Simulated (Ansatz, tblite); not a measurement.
(SiO)n off: gap (eV) at several levels, gas phase, relaxed structures; Ansatz, xTB through tblite. Clusters are the lowest isomers that short searches found in that spin, judged at the geometry's level. Singlets are spin-restricted. The structures are stationary points that may keep the symmetry of their start. Remarks come from the PBE and PBE0 runs and from stability tests at other levels; not every state was tested.

| species | state | geometry | GFN1-xTB | GFN2-xTB | PBE-D4/def2-SVP | PBE-D4/def2-TZVP | r2SCAN-D4/def2-TZVP | PBE0-D4/def2-SVP | remarks |
| --- | --- | --- | --- | --- | --- | --- | --- | --- | --- |
| Si5O4 | singlet | PBE-D4/def2-SVP | 1.38 | 1.21 | 1.70 | 1.64 | 1.84 | 3.28 | restricted SCF unstable in HF |
| Si5O6 | singlet | PBE-D4/def2-SVP | 2.58 | 2.54 | 1.99 | 1.90 | 2.16 | 3.96 | – |

Estimate the rows for SiO2 (singlet, PBE0-D4/def2-TZVP geometry).


```csv
species,state,geometry,GFN1-xTB,GFN2-xTB,PBE-D4/def2-SVP,PBE-D4/def2-TZVP,r2SCAN-D4/def2-TZVP,PBE0-D4/def2-SVP
SiO2,singlet,PBE0-D4/def2-TZVP,5.56,7.69,4.02,3.99,4.56,6.54
```

Over the 3 species that have every level, the mean is 3.17 at GFN1-xTB, 3.81 at GFN2-xTB, 2.57 at PBE-D4/def2-SVP, 2.51 at PBE-D4/def2-TZVP, 2.85 at r2SCAN-D4/def2-TZVP, 4.59 at PBE0-D4/def2-SVP. Orbital gaps grow with the share of exact exchange and aren't one observable across functionals.
